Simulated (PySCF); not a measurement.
CSi, triplet (typed; the unrestricted solution is spin-contaminated), geometry from GFN2-xTB; WB97X/STO-3G (PySCF).

Input for PySCF:
```python
from pyscf import gto, scf, dft

mol = gto.Mole()
mol.atom = '''
    Si   -0.00000000   -0.00000000   -0.51650348
    C     0.00000000    0.00000000    1.20517479
'''
mol.basis = 'sto-3g'
mol.spin = 2
mol.verbose = 4
mol.build()

mf = dft.UKS(mol)
mf.xc = 'wb97x'
mf.kernel()
```

Task: What does PySCF print? Leave out banner, timings and long lists.

Result: 
```
PySCF version 2.14.0

[INPUT] verbose = 4
[INPUT] num. atoms = 2
[INPUT] num. electrons = 20
[INPUT] charge = 0
[INPUT] spin (= nelec alpha-beta = 2S) = 2
[INPUT] symmetry False subgroup None
[INPUT] Mole.unit = angstrom
[INPUT] Symbol           X                Y                Z      unit          X                Y                Z       unit  Magmom
[INPUT]  1 Si     0.000000000000   0.000000000000  -0.516503480000 AA    0.000000000000   0.000000000000  -0.976050119585 Bohr   0.0
[INPUT]  2 C      0.000000000000   0.000000000000   1.205174790000 AA    0.000000000000   0.000000000000   2.277450285330 Bohr   0.0

nuclear repulsion = 25.8183462565744
number of shells = 8
number of NR pGTOs = 42
number of NR cGTOs = 14
basis = sto-3g
ecp = {}

******** <class 'pyscf.dft.uks.UKS'> ********
method = UKS
initial guess = minao
damping factor = 0
level_shift factor = 0
DIIS = <class 'pyscf.scf.diis.CDIIS'>
diis_start_cycle = 1
diis_space = 8
diis_damp = 0
SCF conv_tol = 1e-09
SCF conv_tol_grad = None
SCF max_cycles = 50
direct_scf = True
direct_scf_tol = 1e-13
number electrons alpha = 11  beta = 9
XC library pyscf.dft.libxc version 7.1.2
    S. Lehtola, C. Steigemann, M. J. T. Oliveira, and M. A. L. Marques,  SoftwareX 7, 1–5 (2018)
XC functionals = wb97x
    J.-D. Chai and M. Head-Gordon,  J. Chem. Phys. 128, 084106 (2008)
radial grids:
    Treutler-Ahlrichs [JCP 102, 346 (1995); DOI:10.1063/1.469408] (M4) radial grids

becke partition: Becke, JCP 88, 2547 (1988); DOI:10.1063/1.454033
pruning grids: <function nwchem_prune>
grids dens level: 3
symmetrized grids: False
atomic radii adjust function: <function treutler_atomic_radii_adjust>
small_rho_cutoff = 0
Set gradient conv threshold to 3.16228e-05
tot grids = 33304
init E= -323.176130364258

cycle= 1 E= -323.420549837907  delta_E= -0.244  |g|= 0.205  |ddm|= 1.65
cycle= 2 E= -323.373725098322  delta_E= 0.0468  |g|= 0.339  |ddm|= 0.747
cycle= 3 E= -323.460554110988  delta_E= -0.0868  |g|= 0.0257  |ddm|= 0.445
cycle= 4 E= -323.462865898141  delta_E= -0.00231  |g|= 0.0148  |ddm|= 0.108
cycle= 5 E= -323.464583506584  delta_E= -0.00172  |g|= 0.0105  |ddm|= 0.118
cycle= 6 E= -323.465828945949  delta_E= -0.00125  |g|= 0.00788  |ddm|= 0.12
cycle= 7 E= -323.466932884809  delta_E= -0.0011  |g|= 0.00396  |ddm|= 0.155
cycle= 8 E= -323.467171409059  delta_E= -0.000239  |g|= 0.000813  |ddm|= 0.112
cycle= 9 E= -323.467172113492  delta_E= -7.04e-07  |g|= 0.000575  |ddm|= 0.0255
cycle= 10 E= -323.467176510052  delta_E= -4.4e-06  |g|= 0.00011  |ddm|= 0.0155
cycle= 11 E= -323.467176632682  delta_E= -1.23e-07  |g|= 5.44e-05  |ddm|= 0.00346
cycle= 12 E= -323.467176664381  delta_E= -3.17e-08  |g|= 8.58e-06  |ddm|= 0.000971
cycle= 13 E= -323.467176665029  delta_E= -6.48e-10  |g|= 3.5e-06  |ddm|= 0.000156
Extra cycle  E= -323.467176665107  delta_E= -7.84e-11  |g|= 3.34e-06  |ddm|= 1.67e-05
converged SCF energy = -323.467176665107  <S^2> = 2.1681788  2S+1 = 3.1100989
```
